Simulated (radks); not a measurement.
Problem. The silver ion Ag24+, [Ar] 3d5. All-electron calculation, non-relativistic Kohn-Sham, exchange-only PBE, spin-polarised, spherical densities, point nucleus. Program: a radial shooting solver on a logarithmic mesh with Libxc functionals. Every spin shell is full or empty, so the densities are truly spherical. Functionals are evaluated on that one density, not self-consistently. Rank these orbital-free kinetic functionals by their error against the exact value of the orbitals, and give that value: Thomas-Fermi, von Weizsacker, TF + vW, TF + vW/5, LC94, APBEK, Perdew 92, Thakkar, Pearson, LKT, PG1, DePristo-Kress, Ernzerhof.

Solution. Exact: 4864.86 hartree. From best to worst, with 100 (|E| - |E exact|)/|E exact| (equal figures are ties): LC94 -0.03, APBEK +0.03, DePristo-Kress -0.14, Ernzerhof -0.35, Thakkar -0.57, Perdew 92 -0.75, Pearson -1.18, TF + vW/5 +3.33, Thomas-Fermi -5.87, PG1 +17.24, LKT +21.73, TF + vW +40.14, von Weizsacker -53.99.
